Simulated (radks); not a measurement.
The numbers below are computed, except where a source is named.
Co4+, 23 electrons, occupied as [Ar] 3d5. Level of theory: Dirac Kohn-Sham, PBE, spin-unpolarised, spherical densities, point nucleus; open shells fill j = l - 1/2 first (a radial shooting solver on a logarithmic mesh with Libxc functionals). Some entries of the table are withheld. Estimate them.

| orbital | occ. | eigenvalue (eV) | <r> (bohr) |
|---|---|---|---|
| 1s1/2 | 2 | -7653.696 | 0.05619 |
| 2s1/2 | 2 | -961.9761 | 0.2552 |
| 2p1/2 | 2 | -842.7769 | 0.2228 |
| 2p3/2 | 4 | -827.9604 | 0.2259 |
| 3s1/2 | 2 | -162.5565 | (1) |
| 3p1/2 | 2 | -126.6018 | 0.7860 |
| 3p3/2 | 4 | -124.6458 | 0.7945 |
| 3d3/2 | 4 | -66.0477 | (2) |
| 3d5/2 | 1 | -65.8029 | (3) |

Answer. 
(1) 3s1/2 <r> (bohr): 0.7602
(2) 3d3/2 <r> (bohr): 0.8772
(3) 3d5/2 <r> (bohr): 0.8803
